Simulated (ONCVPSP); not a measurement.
**Which change was made? (Pt, ONCV)**

- Element: platinum (Pt)
- Generator: ONCVPSP 4.0.1
- Type: optimised norm-conserving Vanderbilt (ONCV)
- Functional: PBEsol
- Relativity: non-relativistic
- Frozen core: [Kr] 4d10 4f14
- Valence charge: 18
- Reference configuration: 5s2 5p6 5d9 6s1
- Partial waves: 5s+6s: rc 1.85 bohr, ncon 4, nbas 7, qcut 5.6 1/bohr, 2 projectors; 5p: rc 1.85 bohr, ncon 3, nbas 6, qcut 6.7 1/bohr, local; 5d: rc 2.30 bohr, ncon 4, nbas 9, qcut 8 1/bohr, 1 projector
- Local potential: the p channel
- Core correction: none

Cutoffs, loose and tight: the cutoffs (Ha) at which the residual kinetic energy of the hardest occupied pseudo-wave falls to 1 and 0.1 mHa per electron. They do not see the model core or the augmentation charge, which bear on the density cutoff. Test errors are all-electron minus pseudo excitation energies from the reference, over the configurations 5s2 5p6 5d9 6s0; 5s2 5p6 5d8 6s0; 5s2 5p6 5d7 6s0; 5s2 5p6 5d9 6s0.5; variants that change the core or the reference have their own tests.

The base gives: outcome: generated; cutoff, loose: 18 Ha; cutoff, tight: 22 Ha; bound ghosts: none; GHOST(+) flags above zero: none; largest test error (meV): +155.

Q: After one change the result is: outcome: generated; cutoff, loose: 18 Ha; cutoff, tight: 22 Ha; bound ghosts: none; GHOST(+) flags above zero: none; largest test error (meV): +365. Which change was it?
A. core [Xe], valence charge 24; reference 4f14 5d9.5 6s0.5; waves now 6s: rc 2.15 bohr, ncon 4, nbas 7, qcut 3.4 1/bohr, 2 projectors, debl 3.8 Ha; p scattering state at 0.17 Ha: rc 1.70 bohr, ncon 3, nbas 6, qcut 5.6 1/bohr, 2 projectors, debl 3.1 Ha; 5d: rc 2.00 bohr, ncon 3, nbas 8, qcut 6.7 1/bohr, 2 projectors, debl 3.4 Ha; 4f: rc 0.55 bohr, ncon 3, nbas 8, qcut 26.2 1/bohr, local; local potential the f channel
B. all radii scaled by about 0.82 (s 1.52, p 1.52, d 1.90 bohr)
C. reference 5s2 5p6 5d9 6s0.75

A: C. The others give: all radii scaled by about 0.82 (s 1.52, p 1.52, d 1.90 bohr) → outcome: generated; cutoff, loose: 42 Ha; cutoff, tight: 55 Ha; bound ghosts: none; GHOST(+) flags above zero: none; largest test error (meV): +127 | core [Xe], valence charge 24; reference 4f14 5d9.5 6s0.5; waves now 6s: rc 2.15 bohr, ncon 4, nbas 7, qcut 3.4 1/bohr, 2 projectors, debl 3.8 Ha; p scattering state at 0.17 Ha: rc 1.70 bohr, ncon 3, nbas 6, qcut 5.6 1/bohr, 2 projectors, debl 3.1 Ha; 5d: rc 2.00 bohr, ncon 3, nbas 8, qcut 6.7 1/bohr, 2 projectors, debl 3.4 Ha; 4f: rc 0.55 bohr, ncon 3, nbas 8, qcut 26.2 1/bohr, local; local potential the f channel → outcome: failed: optimize: ERROR ps0norm > uunorm, code will stop.
